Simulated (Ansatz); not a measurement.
Born–Oppenheimer molecular dynamics of CH9NSn (12 atoms, charge 0, multiplicity 1). It starts at the highest image of a converged band. Of that band: Neighbouring images differ by up to 2.0 eV, so the band resolves the path poorly. A vibrational analysis at the climbing image gives one clearly imaginary mode, 1325i cm⁻¹: a first-order saddle point.

Theory: Ansatz, RKS B3LYP-D4/def2-SVP.

```json
{
 "ensemble": "NVE (velocity Verlet)",
 "time step": "0.5 fs",
 "steps asked": "200",
 "starting velocities drawn for": "100 K",
 "seed": "7015"
}
```

First frame:

```xyz
12
Properties=species:S:1:pos:R:3
Sn 0.219 0.251 -0.141
C -0.207 0.245 2.552
H -1.154 -0.248 2.270
H 0.407 -0.513 3.073
H -0.484 1.021 3.291
H 1.017 0.571 -1.664
H -1.375 0.857 -0.304
H 0.445 -1.426 0.144
N 1.512 1.667 1.007
H 2.514 1.454 1.045
H 1.403 2.669 0.816
H 0.826 1.177 1.862
```

Q: How far do the bonds stretch over the last three quarters of this one trajectory? (Pairs bonded in most of those frames.)

A: 
| bond | mean (Å) | spread (Å) | shortest | longest |
| --- | --- | --- | --- | --- |
| Sn1–C2 | 2.282 | 0.220 | 1.93 | 2.57 |
| Sn1–H6 | 1.734 | 0.042 | 1.66 | 1.82 |
| Sn1–H7 | 1.735 | 0.014 | 1.71 | 1.76 |
| Sn1–H8 | 1.734 | 0.022 | 1.70 | 1.78 |
| C2–H3 | 1.103 | 0.019 | 1.07 | 1.14 |
| C2–H4 | 1.099 | 0.013 | 1.08 | 1.12 |
| C2–H5 | 1.099 | 0.009 | 1.08 | 1.11 |
| N9–H10 | 1.024 | 0.011 | 1.00 | 1.05 |
| N9–H11 | 1.025 | 0.021 | 0.99 | 1.06 |
| N9–H12 | 1.030 | 0.031 | 0.97 | 1.08 |

Mean temperature of the second half: 1118 K. The conserved energy stayed within 0.093 meV per atom of its start (net change 0.024 meV per atom), so the integration is sound. The kinetic energy rose, since the run started high on the potential surface and went downhill. It ends in pieces (CH6Sn + H3N), so much of that is their flight and rotation, not heat. A run of 0.1 ps of so small a system gives no equilibrium averages. The orbitals stay closed-shell, which can raise the energy where a bond breaks towards radicals; this wasn't checked here.

Time of the run: 8.7 min on 2 threads of Arm Neoverse V1 (shared host), peak memory 0.21 GiB.
